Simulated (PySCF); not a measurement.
Al(F)(OMe)(SeH) (CH4AlFOSe), SMILES [SeH][Al]([O]C)[F]. Atoms are numbered in the order given.

```xyz
9

Al    -0.4213     0.5210     0.0000
F     -2.0589     0.8081     0.0000
O      0.6923     1.7713     0.0000
C      0.8374     3.1525     0.0000
H      1.4018     3.4813     0.8897
H     -0.1316     3.6831     0.0000
H      1.4018     3.4813    -0.8897
Se     0.3472    -1.6362     0.0000
H     -1.0331    -2.1483     0.0000
```

Coordinates come from a PBE0-D3(BJ)/def2-SVP optimisation. The values are those of a single conformer.

Method: TDA-PBE/def2-SVPD (PySCF 2.14.0).

Vertical excitations.  State labels are in the subgroup Cs.

```csv
state,symmetry,energy (eV),λ (nm),f,main pairs
S1,A",4.68,265,0.035,HOMO→LUMO 99 %
S2,A',5.47,227,0.006,HOMO−1→LUMO 98 %
S3,A",5.48,226,0.029,HOMO−2→LUMO 98 %
S4,A",5.56,223,0.008,HOMO→LUMO+1 98 %
S5,A',5.85,212,0.041,"HOMO→LUMO+2 79 %, HOMO−3→LUMO 17 %"
S6,A',6.19,200,0.003,HOMO−1→LUMO+1 90 %
S7,A",6.19,200,0.001,HOMO−2→LUMO+1 98 %
S8,A",6.30,197,0.002,HOMO−1→LUMO+2 98 %
S9,A",6.44,192,0.002,HOMO→LUMO+3 99 %
S10,A',6.73,184,0.171,HOMO−2→LUMO+2 79 %
T1,A",4.41,281,0,HOMO→LUMO 99 %
T2,A",5.12,242,0,HOMO→LUMO+1 96 %
T3,A',5.15,241,0,HOMO→LUMO+2 94 %
T4,A",5.19,239,0,HOMO−2→LUMO 96 %
```
Triplets are in the Tamm–Dancoff approximation.
